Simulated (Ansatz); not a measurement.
Basis sets compared for the cluster Cd4S5 (the lowest singlet isomer of a short search). The state is a singlet with charge 0. Geometry PBE-D4/def2-SVP. Ansatz on 4 threads of Intel Xeon on a shared host; times are rough, and most runs start from earlier orbitals.

```csv
atom,x (Å),y (Å),z (Å)
Cd1,-0.549,-0.460,-1.799
Cd2,-1.893,-0.490,1.165
Cd3,1.154,-1.140,1.019
Cd4,0.117,1.823,0.579
S5,2.253,0.720,-0.466
S6,1.742,0.242,-2.473
S7,-2.051,1.333,-0.660
S8,-0.037,0.394,2.738
S9,-0.736,-2.422,-0.102
```

In the def2 sets Cd takes a core potential; there is no spin–orbit coupling. The structure comes from a short search, and lower isomers may exist.

Binding counts from free atoms (Cd singlet, S triplet) in the same basis, without a counterpoise term.

| level | functions | energy (Eh) | HOMO (eV) | LUMO (eV) | binding per atom (eV) | wall time |
| --- | --- | --- | --- | --- | --- | --- |
| PBE-D4/def2-SVP | 214 | -2660.6989 | -5.25 | -4.00 | 2.15 | 8.5 s |
| PBE0-D4/def2-SVP | 214 | -2660.8200 | -6.24 | -3.32 | 2.10 | 17 s |

Q: Estimate the rows for PBE-D4/def2-TZVP (with forces), PBE0-D4/def2-TZVP.

A: 
```
                         level  functions  energy (Eh)  HOMO (eV)  LUMO (eV)  binding per atom (eV)  wall time
PBE-D4/def2-TZVP (with forces)        345   -2661.5482      -5.31      -4.00                   2.12       18 s
             PBE0-D4/def2-TZVP        345   -2661.6573      -6.27      -3.29                   2.09       40 s
```
